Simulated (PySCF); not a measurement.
C5H8NO2 (charge -1).
Numbering: `[CH3:1][C:2](=[O:3])/[CH:4]=[C:5](/[O-:6])[CH2:7][NH2:8]` (hydrogens: H9, H10, H11 on C1; H12 on C4; H13, H14 on C7; H15, H16 on N8)

Theory: PySCF 2.14.0, PBE0-D3(BJ)/def2-SVP geometry optimisation, gas phase.

Problem. List the bond lengths, angles and torsions at this level.

Solution. 
| bond | length (Å) | order |
| --- | --- | --- |
| C1–C2 | 1.536 | single |
| C2=O3 | 1.252 | double |
| C2–C4 | 1.411 | single |
| C4=C5 | 1.432 | double |
| C5–O6 | 1.241 | single |
| C5–C7 | 1.537 | single |
| C7–N8 | 1.455 | single |
| C1–H9, C1–H10, C1–H11 | 1.101 | single |
| C4–H12 | 1.096 | single |
| C7–H13, C7–H14 | 1.104 | single |
| N8–H15, N8–H16 | 1.025 | single |

Bonds in one row agree within 0.01 Å and their mean is given. Orders are formal, as drawn. A selection of angles:
| angle | degrees |
| --- | --- |
| C2–C1–H9 | 111.2 |
| C2–C1–H10 | 108.6 |
| H9–C1–H10 | 109.1 |
| H9–C1–H11 | 107.1 |
| C1–C2–O3 | 116.4 |
| C1–C2–C4 | 115.3 |
| O3–C2–C4 | 128.3 |
| C2–C4–C5 | 129.0 |
| C2–C4–H12 | 117.4 |
| C5–C4–H12 | 113.5 |
| C4–C5–O6 | 122.9 |
| C4–C5–C7 | 119.6 |
| O6–C5–C7 | 117.5 |
| C5–C7–N8 | 116.7 |
| C5–C7–H13 | 108.7 |
| C5–C7–H14 | 105.0 |
| N8–C7–H13 | 107.3 |
| N8–C7–H14 | 111.0 |
| H13–C7–H14 | 107.9 |
| C7–N8–H15 | 107.8 |
| C7–N8–H16 | 104.1 |
| H15–N8–H16 | 105.6 |

Torsions: C1–C2–C4–C5 176° (antiperiplanar); C2–C4–C5–O6 -176° (antiperiplanar); C4–C5–C7–N8 59° (synclinal). The mirror-image conformer, all signs reversed, is as good.

H16 on N8 lies 1.91 Å from O3, 6 bonds away (angle at H 145°; Bondi radii sum to 2.72 Å): the geometry of an intramolecular hydrogen bond. C2 (ketone carbonyl carbon) is planar (angles 128.3°, 116.4° and 115.3°, sum 360.0°, 0.00 Å off the plane of its three neighbours). N8 (primary amine nitrogen) is pyramidal (angles 107.8°, 105.6° and 104.1°, sum 317.6°, 0.44 Å off the plane of its three neighbours). C5 (vinylic carbon bearing oxygen) is planar (angles 122.9°, 119.6° and 117.5°, sum 360.0°, 0.00 Å off the plane of its three neighbours). Of the pairs four or more bonds apart, those above aside, C2···H16 is among the closest relative to their van der Waals radii: 2.57 Å, 89 % of the sum of Bondi's values. The C–C distances run from 1.411 Å (C2–C4, drawn single in a drawing that doesn't fit all lengths) to 1.537 Å (C5–C7, drawn single in a drawing that doesn't fit all lengths), a spread of 0.126 Å. C4 (carbon bonded to 2 C and H) is planar (angles 129.0°, 117.4° and 113.5°, sum 359.9°, 0.02 Å off the plane of its three neighbours).

Point group: C1 (no symmetry element, even within 0.4 Å). Not checked by PBE0-D3(BJ)/def2-SVP frequencies. The geometry's basis has no diffuse functions, a weakness for an anion. Torsions: C1–C2–C4–C5 176°, C4–C5–C7–N8 59°, C5–C7–N8–H 43° and -69°.
